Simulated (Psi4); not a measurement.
bromotrifluoromethane (CBrF3), singlet, geometry from GFN2-xTB; B3LYP5/6-311G** (Psi4).

Psi4 was given this input:
```
memory 2 GB

molecule {
0 1
  F    -1.25521109   -0.59016274   -1.10733380
  C    -0.81788382    0.01960982   -0.02293889
  F    -1.31527921   -0.58708967    1.03701563
  F    -1.24067541    1.26863000   -0.03657222
  Br    1.12022270   -0.02685878    0.03141848
}

set basis 6-311g**

energy('b3lyp5')
print_variables()
```

It wrote (shortened):

```
   => Loading Basis Set <=

    Name: 6-311G**
    Role: ORBITAL
    Keyword: BASIS

         ---------------------------------------------------------
                                   SCF
               by Justin Turney, Rob Parrish, Andy Simmonett
                          and Daniel G. A. Smith
                              RKS Reference
         ---------------------------------------------------------

  ==> Geometry <==

    Molecular point group: c1
    Full point group: C1

    Geometry (in Angstrom), charge = 0, multiplicity = 1:

       Center              X                  Y                   Z               Mass
    ------------   -----------------  -----------------  -----------------  -----------------
         F           -1.297029062924    -0.589160099365    -1.108506652734    18.998403162730
         C           -0.859701792924     0.020612460635    -0.024111742734    12.000000000000
         F           -1.357097182924    -0.586087029365     1.035842777266    18.998403162730
         F           -1.282493382924     1.269632640635    -0.037745072734    18.998403162730
         BR           1.078404727076    -0.025856139365     0.030245627266    78.918337600000

  Running in c1 symmetry.

  Rotational constants: A =      0.19282  B =      0.06944  C =      0.06944 [cm^-1]
  Rotational constants: A =   5780.52712  B =   2081.70668  C =   2081.70668 [MHz]
  Nuclear repulsion =  367.886323939267129

  Charge       = 0
  Multiplicity = 1
  Electrons    = 68
  Nalpha       = 34
  Nbeta        = 34

  ==> Algorithm <==

  SCF Algorithm Type is DF.
  DIIS enabled.
  MOM disabled.
  Fractional occupation disabled.
  Guess Type is SAD.
  Energy threshold   = 1.00e-06
  Density threshold  = 1.00e-06
  Integral threshold = 1.00e-12

  ==> Primary Basis <==

  Basis Set: 6-311G**
    Blend: 6-311G**
    Number of shells: 50
    Number of basis functions: 116
    Number of Cartesian functions: 123
    Spherical Harmonics?: true
    Max angular momentum: 2

  ==> DFT Potential <==

   => LibXC <=

    Version 7.1.2
    S. Lehtola, C. Steigemann, M. J. T. Oliveira, and M. A. L. Marques,  SoftwareX 7, 1–5 (2018) (10.1016/j.softx.2017.11.002)

   => Composite Functional: B3LYP5 <=

    B3LYP5 Hyb-GGA Exchange-Correlation Functional

    P. J. Stephens, F. J. Devlin, C. F. Chabalowski, and M. J. Frisch,  J. Phys. Chem. 98, 11623 (1994) (10.1021/j100096a001)

    Deriv               =              1
    GGA                 =           TRUE
    Meta                =          FALSE

    Exchange Hybrid     =           TRUE
    MP2 Hybrid          =          FALSE

   => Exchange Functionals <=

    0.0800   Slater exchange
    0.7200         Becke 88

   => Exact (HF) Exchange <=

    0.2000               HF

   => Correlation Functionals <=

    0.1900   Vosko, Wilk & Nusair (VWN5)
    0.8100   Lee, Yang & Parr

   => LibXC Density Thresholds  <==

    XC_HYB_GGA_XC_B3LYP5:  1.00E-15

   => Molecular Quadrature <=

    Radial Scheme          =       TREUTLER
    Pruning Scheme         =           NONE
    Nuclear Scheme         =       TREUTLER

    Blocking Scheme        =         OCTREE
    BS radius alpha        =              1
    Pruning alpha          =              1
    Radial Points          =             75
    Spherical Points       =            302
    Total Points           =         107338
    Total Blocks           =            881
    Max Points             =            256
    Max Functions          =            103
    Weights Tolerance      =       1.00E-15

   => Loading Basis Set <=

    Name: (6-311G** AUX)
    Role: JKFIT
    Keyword: DF_BASIS_SCF

  ==> Integral Setup <==

  SCF_SUBTYPE=INCORE selected. In-core MEM_DF algorithm will be used.
  Using in-core AOs.

  ==> MemDFJK: Density-Fitted J/K Matrices <==

    J tasked:                   Yes
    K tasked:                   Yes
    wK tasked:                   No
    Algorithm:                 Core
    Schwarz Cutoff:           1E-12
    Mask sparsity (%):       9.3193
    Fitting Condition:        1E-10

   => Auxiliary Basis Set <=

  Basis Set: (6-311G** AUX)
    Blend: CC-PVTZ-JKFIT
    Number of shells: 151
    Number of basis functions: 523
    Number of Cartesian functions: 653
    Spherical Harmonics?: true
    Max angular momentum: 4

  Minimum eigenvalue in the overlap matrix is 8.0822989880E-03.
  Reciprocal condition number of the overlap matrix is 1.8897346237E-03.
    Using symmetric orthogonalization.

  ==> Pre-Iterations <==

  SCF Guess: Superposition of Atomic Densities via on-the-fly atomic UHF (no occupation information).

   -------------------------
    Irrep   Nso     Nmo
   -------------------------
     A        116     116
   -------------------------
    Total     116     116
   -------------------------

  ==> Iterations <==

                           Total Energy        Delta E     RMS |[F,P]|

   @DF-RKS iter SAD: -2910.02297537927052   -2.91002e+03   0.00000e+00
   @DF-RKS iter   1: -2911.07959297219531   -1.05662e+00   1.94915e-02 DIIS/ADIIS
   @DF-RKS iter   2: -2910.82128631397472    2.58307e-01   2.18688e-02 DIIS/ADIIS
   @DF-RKS iter   3: -2911.58572830208277   -7.64442e-01   1.81180e-03 DIIS/ADIIS
   @DF-RKS iter   4: -2911.60069592233049   -1.49676e-02   8.24892e-04 DIIS/ADIIS
   @DF-RKS iter   5: -2911.60443427836981   -3.73836e-03   1.07472e-04 DIIS/ADIIS
   @DF-RKS iter   6: -2911.60448441434710   -5.01360e-05   2.37508e-05 DIIS
   @DF-RKS iter   7: -2911.60448654785569   -2.13351e-06   4.60885e-06 DIIS
   @DF-RKS iter   8: -2911.60448668961408   -1.41758e-07   5.66790e-07 DIIS
  Energy and wave function converged.

  ==> Post-Iterations <==

   Electrons on quadrature grid:
      Ntotal   =   67.9999907524 ; deviation = -9.248e-06

    Orbital Energies [Eh]
    ---------------------

    Doubly Occupied:

       1A   -482.854648     2A    -62.508056     3A    -56.328568
       4A    -56.324288     5A    -56.324288     6A    -24.735156
       7A    -24.735153     8A    -24.735149     9A    -10.481451
      10A     -8.717967    11A     -6.550228    12A     -6.535941
      13A     -6.535941    14A     -2.661010    15A     -2.656948
      16A     -2.656948    17A     -2.645595    18A     -2.645591
      19A     -1.361522    20A     -1.266539    21A     -1.266535
      22A     -0.836836    23A     -0.716924    24A     -0.632421
      25A     -0.632420    26A     -0.591306    27A     -0.501633
      28A     -0.501632    29A     -0.465794    30A     -0.465793
      31A     -0.439629    32A     -0.401243    33A     -0.320758
      34A     -0.320757

    Virtual:

      35A     -0.042133    36A      0.134154    37A      0.134156
      38A      0.180563    39A      0.268148    40A      0.283947
      41A      0.283948    42A      0.329650    43A      0.385780
      44A      0.385783    45A      0.390047    46A      0.590600
      47A      0.590600    48A      0.603387    49A      0.656603
      50A      0.656604    51A      0.831332    52A      0.863256
      53A      0.863260    54A      0.936223    55A      0.988098
      56A      0.988104    57A      1.109338    58A      1.171887
      59A      1.171890    60A      1.243663    61A      1.306192
      62A      1.306194    63A      1.599978    64A      1.660328
      65A      1.660337    66A      1.706274    67A      1.706276
      68A      1.851841    69A      1.883753    70A      1.883754
      71A      2.123150    72A      2.670069    73A      2.786561
      74A      2.786565    75A      3.677772    76A      3.716625
      77A      3.716630    78A      3.719957    79A      3.728407
      80A      3.728416    81A      3.734362    82A      3.837330
      83A      3.837335    84A      4.102527    85A      4.110511
      86A      4.110523    87A      4.183481    88A      4.183484
      89A      4.211453    90A      4.242561    91A      4.242562
      92A      4.529822    93A      4.754520    94A      4.754525
      95A      6.014471    96A      6.014501    97A      6.058250
      98A      6.107219    99A      6.120162   100A      6.120194
     101A      6.166945   102A      6.431480   103A      6.613149
     104A      6.613155   105A      7.446247   106A      7.446248
     107A      7.558060   108A     23.313319   109A     47.689143
     110A     66.662956   111A     66.662960   112A     66.737932
     113A    289.641181   114A    289.641181   115A    289.787265
     116A   1020.422292

    Final Occupation by Irrep:
              A
    DOCC [    34 ]
    NA   [    34 ]
    NB   [    34 ]

  @DF-RKS Final Energy: -2911.60448668961408

   => Energetics <=

    Nuclear Repulsion Energy =            367.8863239392671289
    One-Electron Energy =               -4783.6452216924208187
    Two-Electron Energy =                1607.1393176097058131
    DFT Exchange-Correlation Energy =    -102.9849065461658313
    Empirical Dispersion Energy =           0.0000000000000000
    VV10 Nonlocal Energy =                  0.0000000000000000
    Total Energy =                      -2911.6044866896140775

Computation Completed

Properties will be evaluated at   0.000000,   0.000000,   0.000000 [a0]

Properties computed using the SCF density matrix

 Multipole Moments:

 ------------------------------------------------------------------------------------
     Multipole            Electronic (a.u.)      Nuclear  (a.u.)        Total (a.u.)
 ------------------------------------------------------------------------------------

 L = 1.  Multiply by 2.5417464519 to convert [e a0] to [Debye]
 Dipole X            :          5.4914421           -5.3736667            0.1177754
 Dipole Y            :         -0.1316742            0.1288406           -0.0028337
 Dipole Z            :          0.1540154           -0.1507133            0.0033021
 Magnitude           :                                                    0.1178557

 ------------------------------------------------------------------------------------

  Variable Map:
  ----------------------------------------------------------------------------
  "CURRENT ENERGY"              =>   -2911.604486689614
  "CURRENT REFERENCE ENERGY"    =>   -2911.604486689614
  "DD SOLVATION ENERGY"         =>       0.000000000000
  "DFT FUNCTIONAL TOTAL ENERGY" =>   -2911.604486689614
  "DFT TOTAL ENERGY"            =>   -2911.604486689614
  "DFT VV10 ENERGY"             =>       0.000000000000
  "DFT XC ENERGY"               =>    -102.984906546166
  "GRID ELECTRONS ALPHA"        =>      33.999995376186
  "GRID ELECTRONS BETA"         =>      33.999995376186
  "GRID ELECTRONS TOTAL"        =>      67.999990752372
  "NUCLEAR REPULSION ENERGY"    =>     367.886323939267
  "ONE-ELECTRON ENERGY"         =>   -4783.645221692421
  "PCM POLARIZATION ENERGY"     =>       0.000000000000
  "PE ENERGY"                   =>       0.000000000000
  "SCF ITERATION ENERGY"        =>   -2911.604486689614
  "SCF ITERATIONS"              =>       8.000000000000
  "SCF TOTAL ENERGY"            =>   -2911.604486689614
  "TWO-ELECTRON ENERGY"         =>    1607.139317609706
  "XC GRID RADIAL POINTS"       =>      75.000000000000
  "XC GRID SPHERICAL POINTS"    =>     302.000000000000
  "XC GRID TOTAL POINTS"        =>  107338.000000000000

  Array Variable Map:
  ----------------------------------------------------------------------------
  "CURRENT DIPOLE"              =>       0.117775364818 ... 0.003302135764 1 by 3
  "SCF DIPOLE"                  =>       0.117775364818 ... 0.003302135764 1 by 3
  "SCF TOTAL ENERGIES"          =>   -2910.022975379271 ... -2911.604486689614 1 by 9
```
